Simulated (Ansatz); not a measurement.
```xyz
4

N     0.0000    0.0000    0.4298
F     1.1200    0.0000   -0.1114
F    -0.5600    0.9699   -0.1114
F    -0.5600   -0.9699   -0.1114
```

Basis set: def2-TZVP (spherical functions). Left uncorrelated: 4 orbitals. Charge 0, multiplicity 1.

Computed with Ansatz (development build ahead of 0.2.0); each method stands on the lowest determinant of its kind that the runs found. Restricted open shells among the atoms or ions are ROHF, correlated in semicanonical orbitals with singles.

(1) Give the atomization energy at this shape (free ground-state atoms in the same class of orbitals less the molecule, no zero-point energy) of singlet NF3 by RHF-MP2, RHF.

## Answers

(1)

```
 method  atomization energy
RHF-MP2             7.80 eV
    RHF             1.68 eV
```

Caution: no unrestricted run beside it, a lower state can exist; the shape is not the minimum.
